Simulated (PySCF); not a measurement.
## Correlation energy of Zn (zinc, neutral)

Starting occupation: [Ar] 3d10 4s2. Computed with PySCF 2.14 in x2c-SVPall-2c with one added diffuse shell each of s, d type (6s5p4d1f, 48 functions), with X2C-1e with screened-nucleus spin-orbit coupling, Gaussian nucleus. Frozen: [Ne]; 20 electrons correlated; the 6 highest virtual spinors left out.

MP2 pair energies summed by pair of shells (mhartree):

```json
{"pair": "3d3/2-3d5/2", "energy": "-135.32", "share (%)": "31.2"}
{"pair": "3d5/2-3d5/2", "energy": "-92.94", "share (%)": "21.5"}
{"pair": "3d3/2-3d3/2", "energy": "-38.60", "share (%)": "8.9"}
{"pair": "3d5/2-3p3/2", "energy": "-30.20", "share (%)": "7.0"}
{"pair": "3d3/2-3p3/2", "energy": "-20.89", "share (%)": "4.8"}
{"pair": "4s1/2-4s1/2", "energy": "-20.84", "share (%)": "4.8"}
{"pair": "3d5/2-3p1/2", "energy": "-16.01", "share (%)": "3.7"}
{"pair": "3p1/2-3p3/2", "energy": "-15.24", "share (%)": "3.5"}
{"pair": "3p3/2-3p3/2", "energy": "-14.83", "share (%)": "3.4"}
{"pair": "3d5/2-4s1/2", "energy": "-11.59", "share (%)": "2.7"}
{"pair": "3d3/2-3p1/2", "energy": "-9.68", "share (%)": "2.2"}
{"pair": "3d3/2-4s1/2", "energy": "-7.62", "share (%)": "1.8"}
{"pair": "3d5/2-3s1/2", "energy": "-5.28", "share (%)": "1.2"}
{"pair": "3p1/2-3p1/2", "energy": "-3.64", "share (%)": "0.8"}
{"pair": "3d3/2-3s1/2", "energy": "-3.52", "share (%)": "0.8"}
{"pair": "3p3/2-3s1/2", "energy": "-2.40", "share (%)": "0.6"}
{"pair": "3s1/2-3s1/2", "energy": "-1.48", "share (%)": "0.3"}
{"pair": "3p1/2-3s1/2", "energy": "-1.20", "share (%)": "0.3"}
{"pair": "3p3/2-4s1/2", "energy": "-1.15", "share (%)": "0.3"}
{"pair": "3p1/2-4s1/2", "energy": "-0.55", "share (%)": "0.1"}
{"pair": "3s1/2-4s1/2", "energy": "-0.13", "share (%)": "0.0"}
```

Total MP2 correlation energy: -433.11 mhartree.

MP2 falls well short for the outer s pair, which is nearly degenerate with np².

This basis was not built for core-valence correlation, so the inner-shell part is incomplete.
